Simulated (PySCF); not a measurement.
A GIAO shielding run with PySCF 2.14.0 with density-fitted response routines (density fitting, non-relativistic, gas phase) on `CO[Si@@H](Cl)OCC=O`, C3H7ClO3Si:

```
$ OMP_NUM_THREADS=1 python probes_run.py task.json out

{"job": {"kind": "nmr", "xc": "PBE0", "basis": "pcSseg-1"}, "charge": 0, "multiplicity": 1}
C     -2.677148     0.491307     0.833397
O     -1.342984     0.274418     0.459114
Si    -0.728733    -0.614854    -0.744447
Cl    -1.432295    -0.072972    -2.528701
O      0.844410    -0.261830    -0.825499
C      1.786445    -0.202587     0.201977
C      3.079968     0.376447    -0.311318
O      4.068839     0.528051     0.344586
H     -3.126787    -0.434521     1.196579
H     -3.258557     0.858522    -0.014154
H     -2.679789     1.235154     1.629656
H     -0.961444    -2.034373    -0.514688
H      1.979172    -1.205686     0.602641
H      1.418694     0.417027     1.028800
H      3.025794     0.653888    -1.379855
```

Hardware: 1 thread of an Arm Neoverse N1, shared host. The job also computes population analyses, field gradients.

(1) How large is the calculation?

(2) How long does it take, and how much memory does it need?

## Answers

(1) 80 electrons, 185 basis functions and 1008 auxiliary functions.

(2) 52 s of wall time, with 14 SCF cycles and 5 response iterations; peak memory 0.82 GiB. Times on a shared host scatter by some tens of per cent.
